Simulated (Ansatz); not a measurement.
Input for Ansatz (development build ahead of 0.2.0):

```yaml
crystal:
  periodic: [false, false, false]
  atoms:
    - { symbol: Li, position_ang: [-0.85966, -0.89574, -0.88512] }
    - { symbol: F, position_ang: [-0.96436, -0.90452, 0.93211] }
    - { symbol: F, position_ang: [-0.99331, 0.97205, -0.95144] }
    - { symbol: Li, position_ang: [-0.82537, 0.83152, 0.82386] }
    - { symbol: F, position_ang: [0.93969, -0.99532, -0.96538] }
    - { symbol: Li, position_ang: [0.85693, -0.90437, 0.84467] }
    - { symbol: Li, position_ang: [0.88545, 0.89244, -0.83973] }
    - { symbol: F, position_ang: [0.90172, 0.93521, 0.94039] }
basis:
  gaussian: { orbitals: STO-3G }
hamiltonian:
  xc: hf
correlation:
  method: mp2
  frozen_orbitals: { F: 1, Li: 0 }
```

The input is written out in the form of the current development build from the run's settings.

Results

```
Converged                       : yes
Reference energy                : -422.12450 hartree
Correlation energy              : -0.17823 hartree
Total energy                    : -422.30272 hartree
Spin squared of the determinant : 0.000
```
